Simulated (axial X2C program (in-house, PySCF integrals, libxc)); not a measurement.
# Sb⁺: configurations by level of theory

Computed with an in-house all-electron X2C program for linear molecules (integrals from PySCF), basis dyall-cv3z (cores contracted in-house), spin-free (one-electron X2C) and two-component (2c, atomic mean-field Coulomb and Gaunt terms). Energies in eV from the lowest row of each column (rows without correlated energies are left out; n/a marks j-coupled starts, which PBE0 does not hold); electrons by l are Mulliken totals of the Hartree–Fock solution, and PBE0 can relax to another configuration under the same block occupation. Coupled cluster uses truncated natural virtuals with an MP2 remainder. Frozen shells in the correlated columns: 4 s, 3 p, 1 d.

Spin-free determinants:

```csv
electrons by l,"M_S, M_L",HF,MP2,CCSD(T),PBE0
s10 p20 d20,"1, 0",0.00,0.02,0.00,0.00
s10 p20 d20,"1, 1",0.07,0.00,0.00,0.02
s10 p20 d20,"0, 1",0.48,0.56,0.35,0.38
```

Two-component determinants:

```csv
electrons by l,2M_J,HF,MP2,CCSD(T),PBE0
s10 p20 d20,0,0.35,0.00,0.00,0.00
s10 p20 d20,2,0.00,0.10,0.35,0.01
s10 p20 d20,4,0.34,0.30,0.60,0.28
s10 p20 d20,2,0.41,0.50,0.63,0.27
```

Ground level as tabulated from the NIST Atomic Spectra Database (leading term): 2S+1 = 3, L = 1, J = 0.

Single determinants need not be terms or J levels, so several rows can belong to one term; PBE0 has no current term and treats spin collinearly, and Hartree–Fock breaks spherical symmetry, which spreads rows that should be degenerate. The search is wide but not exhaustive and can miss a configuration; gaps between s and d configurations can be off by some tenths of an eV with this basis and core.

The run took 100 s on 1 thread of Intel(R) Xeon(R) Processor @ 2.30GHz, with other jobs on the host.
